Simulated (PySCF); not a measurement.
Species: [AuF4]- (charge -1 and singlet state).
Geometry (PBE0-D3(BJ)/def2-SVP, Å), atoms numbered from 1 in this order:
```xyz
5
AuF4 angstrom
Au     0.0006    0.0005    0.0000
F      1.9219   -0.0244    0.0040
F      0.0163    1.9220    0.0068
F     -1.9208    0.0227   -0.0039
F     -0.0179   -1.9209   -0.0069
```

Method used: TDDFT wB97X-D/def2-SVPD, vertical, gas phase, core orbitals frozen in the response, def2 core potentials past Kr (PySCF). Spin–orbit coupling is left out. The geometry's basis has no diffuse functions, a weakness for an anion.

Frontier orbitals with the atoms that hold most of them (Löwdin shares over 4%, at most four atoms; ? is withheld):

| orbital | ε (eV) | atoms |
| --- | --- | --- |
| LUMO+2 | 6.70 | Au1 75%, F2 6%, F3 6%, F4 6% |
| LUMO+1 | 5.83 | Au1 76%, F2 6%, F3 6%, F4 6% |
| LUMO | 3.29 | Au1 53%, F5 12%, F4 12%, F3 12% |
| HOMO | ? | ? |
| HOMO-1 | -6.43 | Au1 40%, F2 15%, F4 15%, F3 15% |
| HOMO-2 | -6.43 | Au1 39%, F5 15%, F3 15%, F4 15% |
| HOMO-3 | -7.43 | F5 25%, F4 25%, F3 25%, F2 25% |

Which atoms hold the HOMO, and with what shares?

Au1 (bonded to 4 F) 42%; F2 (bonded to Au) 14%; F3 (bonded to Au) 14%; F4 (bonded to Au) 14%. By element: fluorine 43% or more, gold 42%.

What is the HOMO energy, and the HOMO–LUMO gap?

ε(HOMO) = -6.27 eV; the gap is 9.55 eV (0.3511 hartree).

Within 0.005 eV of a neighbour in this list lie HOMO-2/HOMO-1 (point group found: D4h); within a degenerate set the shares of single atoms can hang on how the components are chosen.

How does S1 compare with the orbital gap of 9.55 eV?

S1 is at 3.42 eV (f = 0.0000), 6.13 eV below the gap, made of HOMO→LUMO (98%). 

For S1 the Löwdin share of gold is 42% in HOMO and 53% in LUMO.

Next come S2 at 3.84 eV (f 0.0000), HOMO-2/HOMO-1→LUMO (98%); S3 at 3.85 eV (f 0.0000), HOMO-2/HOMO-1→LUMO (98%); S4 at 4.73 eV (f 0.0000), HOMO-4→LUMO (98%); S5 at 5.29 eV (f 0.0000), HOMO-3→LUMO (99%).

Orbitals of the list HOMO-3 to LUMO+2 that lie within 0.01 eV of each other are written together with a slash and their weights summed (≥ marks a lower bound); for degenerate orbitals outside that list single weights are arbitrary.

Löwdin shares depend on the basis, the more so with diffuse functions.

On x86-64 server, one thread, on a shared host, this took 15 s wall.
